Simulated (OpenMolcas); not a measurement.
# N2+, P2+, As2+, Sb2+: ns² np down the group

| Property | Result |
| --- | --- |
| Program | OpenMolcas |
| Method | MS-CASPT2, IPEA 0.25 Eh, imaginary shift 0.1 Eh |
| Basis | ANO-RCC-VQZP |
| Scalar Hamiltonian | DKH2, point nucleus |
| Spin-orbit coupling | RASSI with atomic mean-field integrals over the reference wave functions, term energies averaged over their components |

Active space for each ion: 3 electrons in 8 orbitals (s p s p); closed shells correlated by CASPT2: N2+ 1s; P2+ 2s 2p; As2+ 3d; Sb2+ 4d.

Computed levels in cm-1 above ²P°_1/2:

```tsv
Level	N2+	P2+	As2+	Sb2+
²P°_3/2	170	489	2600	5740
weight of ²P° in the lowest level (%)	100	100	100	100
```

Measured, with the error of the calculation in %. Measured levels: N2+ from Moore, Selected Tables of Atomic Spectra, NSRDS-NBS 3, section 5; P2+ from Martin, Zalubas and Musgrove, J. Phys. Chem. Ref. Data 14, 751 (1985); As2+ from Moore, Atomic Energy Levels, vol. II, NSRDS-NBS 35 (1971 reprint of NBS Circular 467, 1952); Sb2+ from Moore, Atomic Energy Levels, vol. III, NSRDS-NBS 35 (1971 reprint of NBS Circular 467, 1958).

```
  Level         N2+          P2+          As2+          Sb2+
²P°_3/2  174 (-2.4)  559 (-12.5)  2940 (-11.4)  6576 (-12.7)
```

The fine-structure level ²P°_3/2 changes by a factor of 33.8 from N2+ to Sb2+.

Over all roots computed the reference weight is 0.86 to 0.99 in P2+, 0.87 to 0.98 in As2+, 0.83 to 0.94 in Sb2+; the roots of lowest weight are the least certain, and an intruder state may touch them. Active for correlation alone: 3p 3s; no level in the range computed is led by a configuration that fills them, so any true level of that kind is missing (holds for N2+). The run also gave levels led by 3s² 4p, which use shells meant for correlation; these and all levels above them are left out (holds for P2+). The run also gave levels led by 4s² 5p, which use shells meant for correlation; these and all levels above them are left out (holds for As2+). The run also gave levels led by 5s² 6p, which use shells meant for correlation; these and all levels above them are left out (holds for Sb2+). Computed and measured levels are paired by configuration, term and J; levels that our copy of the source lacks, or whose pairing is in doubt (as where it misses far off the trend of its configuration), stay unpaired and out of the deviations. Only configurations of the active space appear.

° marks odd parity.
